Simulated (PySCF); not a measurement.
Computed shifts of a molecule C₄H₈Si, PBE/pcSseg-1 (PySCF), GIAO, gas phase, atoms alike by connectivity averaged where their shifts nearly agree, in ppm (number of nuclei): ¹³C: 83.2 (1), 71.2 (1), 7.0 (1), -3.8 (1). ²⁹Si: -33.1 (1). ¹H: 4.52 (2), 1.98 (2), 1.81 (1), 0.48 (3). References: ¹³C against TMS (σ = 182.0 ppm); ²⁹Si against TMS (σ = 335.4 ppm); ¹H against TMS (σ = 31.49 ppm), references at their B3LYP-D3(BJ)/def2-TZVP geometries, non-relativistic. Geometry: B3LYP-D3(BJ)/def2-SVP. Other conformers were not sampled.

### Question
Pick the molecule that these values belong to.
A. C=C=CC[SiH3]
B. C#CC[SiH2]C
C. CC#CC[SiH3]
D. C=C=C[SiH2]C

### Answer
B, C#CC[SiH2]C
